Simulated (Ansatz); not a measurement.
```xyz
12

B    -1.576   -0.065    0.545
Si   -0.842    1.668   -0.010
S    -0.563   -0.238   -1.169
C     1.115   -0.626   -0.773
C     1.516   -1.259    0.317
H    -1.106   -0.682    1.452
H    -2.725   -0.222    0.246
H    -1.550    2.637   -0.884
H     0.530    2.154    0.277
H     1.808   -0.322   -1.550
H     0.825   -1.559    1.095
H     2.567   -1.487    0.454
```

Total charge 0; spin multiplicity 1. The bonds changed during the relaxation, so this is another structure than the one it started from.

**Question.** List the r2SCAN/def2-TZVPP orbital energies in eV (Ansatz 0.2.0). (Best estimate.)

**Answer.** Ansatz gave: Occupied: -2410.15, -1791.29, -274.45, -273.54, -214.53, -179.67, -158.60, -158.49, -158.45, -141.75, -96.72, -96.57, -96.51, -21.70, -19.13, -15.62, -13.65, -12.37, -12.19, -11.14, -9.88, -9.57, -8.73, -8.10, -7.92, -7.24, -6.13. Lowest empty: -1.82, -0.91, -0.26, 0.39, 1.06, 1.18, 1.65, 1.72.
